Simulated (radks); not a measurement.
Q: The mean radii <r> (bohr) of the occupied orbitals of an atom or ion are listed with their occupations. Method: scalar-relativistic Kohn-Sham, PBEsol, spin-unpolarised, spherical densities, finite nucleus; Fermi nuclear charge, rms radius of each element as measured or else 0.836 A^(1/3) + 0.57 fm; computed with a radial shooting solver on a logarithmic mesh with Libxc functionals.

| orbital | occ. | <r> |
|---|---|---|
| 1s | 2 | 0.3272 |

Name the element and its charge.

A: Z = 5, boron, charge +3: B3+ in [He]. The 1s radius gives Z: for a bare nucleus <r> = (2 gamma + 1)/(2Z) with gamma = sqrt(1 - (Z/c)^2), 0.2999 bohr for Z = 5, and screening makes it slightly larger (0.3272 here). The occupations add up to 2, and the charge is Z minus that.
